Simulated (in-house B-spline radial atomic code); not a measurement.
## Tl⁶⁺: [Xe] 4f14 5d7

Method: Dirac-Kohn-Sham LDA exchange-only, spherical fractional occupations, Fermi nucleus of rms radius 5.4759 fm. Calculated with a radial B-spline atomic code at the basis-set limit.

Effective charges: Z_r = [3n² - l(l+1)]/(2<r>) from the radius, Z_e = n√(-2ε) from the energy, and Slater's rules. Values are occupation-weighted means over j. An effective charge above Z reflects the relativistic contraction of the inner shells.

| shell | electrons | ε (eV) | <r> (bohr) | Z_r | Z_e | Slater |
| --- | --- | --- | --- | --- | --- | --- |
| 1s | 2 | -85447 | 0.01633 | 91.83 | 79.25 | 80.70 |
| 2s | 2 | -15271 | 0.06812 | 88.08 | 67.01 | 76.85 |
| 2p | 6 | -13297 | 0.06177 | 80.95 | 62.52 | 76.85 |
| 3s | 2 | -3706.9 | 0.1772 | 76.20 | 49.52 | 69.75 |
| 3p | 6 | -3129.2 | 0.1782 | 70.15 | 45.50 | 69.75 |
| 3d | 10 | -2464.8 | 0.1625 | 64.63 | 40.38 | 59.85 |
| 4s | 2 | -890.05 | 0.3918 | 61.26 | 32.35 | 53.25 |
| 4p | 6 | -698.11 | 0.4162 | 55.26 | 28.65 | 53.25 |
| 4d | 10 | -455.73 | 0.4401 | 47.72 | 23.15 | 41.85 |
| 5s | 2 | -211 | 0.8689 | 43.16 | 19.69 | 23.35 |
| 4f | 14 | -195.73 | 0.467 | 38.54 | 15.17 | 30.45 |
| 5p | 6 | -156.61 | 0.9818 | 37.18 | 16.96 | 23.35 |
| 5d | 7 | -90.68 | 1.233 | 27.98 | 12.91 | 10.90 |

The least bound orbital is 5d5/2 at -89.56 eV, and it is also the most diffuse (<r> = 1.246 bohr).

Spin-orbit splittings of the orbital energies (j = l + 1/2 above j = l - 1/2 when positive): 2p 2063 eV, 3p 458.6 eV, 3d 98.04 eV, 4p 111.8 eV, 4d 20.87 eV, 4f 4.618 eV, 5p 21.33 eV, 5d 2.798 eV.

For the 1s electron the small component carries 9.5 % of the norm, the zero-frequency Breit interaction raises the level by 329.2 eV, self-energy by 212.5 eV, and vacuum polarisation lowers it by 44.66 eV.
